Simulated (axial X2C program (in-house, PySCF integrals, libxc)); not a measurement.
# Potential curves of FeSe, without spin–orbit coupling

Computed with an axial X2C code built on PySCF integrals. Spin-free means the one-electron spin-free X2C Hamiltonian. Basis: Se dyall-cv3z [8s9p6d4f1g], Fe dyall-cv3z [9s10p6d3f2g] (cores contracted in-house); Gaussian nuclei, density fitting, unrestricted open shells. Masses: Se 79.917 u, Fe 55.935 u.

State: M_S = 2, Λ = 0 (beyond evenly filled blocks: π+α, π-α, δ+α, δ-α). Energies in kJ/mol from the fragments at the same level (Se + Fe). Fits are polynomials in 1 − R0/R over 0.85 to 1.23 times the lowest point R0.

```json
{"R (Å)": "1.8435", "CCSD(T)": "", "PBE0": "-169.75"}
{"R (Å)": "1.9283", "CCSD(T)": "-149.20", "PBE0": "-229.62"}
{"R (Å)": "1.9919", "CCSD(T)": "-175.69", "PBE0": "-254.85"}
{"R (Å)": "2.0554", "CCSD(T)": "-189.23", "PBE0": "-267.52"}
{"R (Å)": "2.1190", "CCSD(T)": "-193.11", "PBE0": "-270.63"}
{"R (Å)": "2.1932", "CCSD(T)": "-188.91", "PBE0": "-265.28"}
{"R (Å)": "2.2673", "CCSD(T)": "-178.34", "PBE0": "-253.02"}
{"R (Å)": "2.3627", "CCSD(T)": "-158.90", "PBE0": "-230.59"}
{"R (Å)": "2.4792", "CCSD(T)": "", "PBE0": "-197.70"}
{"R (Å)": "2.6488", "CCSD(T)": "", "PBE0": "-147.12"}
```

Correlated methods: 14 electrons correlated (number of frozen shells: Se 3 s, 2 p, 1 d; Fe 3 s, 2 p), 266 virtual spin orbitals or spinors in MP2, 89 natural virtuals in coupled cluster.

The state is a single determinant with fixed occupations, the lowest that a limited PBE0 search found. Dissociation energies refer to the lowest single-determinant-based atoms at the same level and basis. Coupled cluster ran in a truncated set of natural virtual spinors; the MP2 energy of the rest was added. (T) has no such correction and the atoms are truncated less, which lowers De at CCSD(T) by a hundredth of an eV or more. Other states lie close and PBE0, whose exact exchange favours high spin, may order them wrongly; the determinant shown need not be the ground state. The nearest other spin-free determinant of the search, M_S = 2, Λ = 2, lies 0.10 eV up at the distance of the search. The determinant is spin-polarised beyond a pure state at some levels (its spin-free form has ⟨S²⟩ too high), which makes Re and μ there less reliable. The T1 diagnostic is large, a sign of multireference character. Spin-free De lacks the spin–orbit lowering of the heavy p-block atom, a tenth of an eV or more for 4p and 5p, up to an eV for 6p and one to two eV for 7p atoms, less what an open-shell molecule gains itself. Coupled cluster ran on the points near the minimum only. MP2 and coupled cluster on one determinant become unreliable at the stretched end.

(1) Fit the CCSD(T) curve near its minimum: give the equilibrium distance, the harmonic wavenumber and the well depth.

(2) Fit the PBE0 curve near its minimum: give the equilibrium distance, the harmonic wavenumber and the well depth.

Results:

(1) At CCSD(T), spin-free: Re = 2.119 Å, ωe ≈ 385 cm⁻¹, De = 2.00 eV to Se + Fe; Be follows as 0.114 cm⁻¹.

(2) At PBE0, spin-free: Re = 2.112 Å, ωe ≈ 396 cm⁻¹, De = 2.81 eV to Se + Fe; Be follows as 0.115 cm⁻¹.
